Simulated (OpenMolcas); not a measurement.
An atom or ion with 30 electrons was computed by SS-RASPT2, IPEA 0.25 Eh, imaginary shift 0.1 Eh with spin-orbit coupling (OpenMolcas, ANO-RCC-VTZP, DKH2). The lowest levels that the run gave, each within 12 % of the measured value where one is at hand:

```
J  Parity  E (eV)      g
0    even  0.0000       
0     odd  10.789       
1     odd  10.968  1.500
2     odd  11.361  1.501
1     odd  16.480  1.001
2    even  26.004  1.057
0    even  26.047       
1    even  26.287  1.501
2    even  26.742  1.444
```

Which ion is it, and what are the configurations and terms?

Se⁴⁺ (Z = 34, charge +4; active space 2 electrons in 9 orbitals (RAS2 4s 4p; RAS3 4d, at most 2 electrons)). J, parity and g give the terms where levels are pure, and mixed ones are named by the computed weights; the size of the splittings, set against known spectra of the 30-electron sequence, gives the charge. In order, with the measured energies in eV (the list in Rauch et al., Astron. Astrophys. 606, A105 (2017)): 4s² ¹S₀, 4s 4p ³P°₀ (11.1275), 4s 4p ³P°₁ (11.3260), 4s 4p ³P°₂ (11.7735), 4s 4p ¹P°₁ (16.3328), 4p² ¹D₂ (26.4338), 4p² ³P₀ (26.2591), 4p² ³P₁ (26.5439), 4p² ³P₂ (27.1048).

Active for correlation alone: 4d; no level in the range computed is led by a configuration that fills it, so any true level of that kind is missing. Some terms mix strongly with configurations of 4d, whose occupation reaches 0.21 (4p² ¹D). Computed and measured levels are paired by configuration, term and J; levels that our copy of the source lacks, or whose pairing is in doubt (as where it misses far off the trend of its configuration), stay unpaired and out of the deviations. Only configurations of the active space appear.

° marks odd parity.
